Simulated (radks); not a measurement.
Values are calculated unless marked as measured or tabulated.
Question: Spin polarisation of the 3p5 shell in the potassium ion K2+. Start: [Ne] 3s2 3p(up 2.5, down 2.5); electrons of 3p are moved from spin down to spin up, other shells keep equal spins. Code: a radial shooting solver on a logarithmic mesh with Libxc functionals. Model: non-relativistic Kohn-Sham, LDA (Slater exchange, Perdew-Wang correlation), spin-polarised, spherical densities, point nucleus. Estimate the energy gained and the exchange splitting at a moment of 1 Bohr magnetons.

Answer: At moment 1 the spin-polarisation energy is -0.274 eV and the 3p exchange splitting 1.097 eV, that is 1.097 eV per Bohr magneton; E = -I m^2/4 would give I = 1.096 eV.
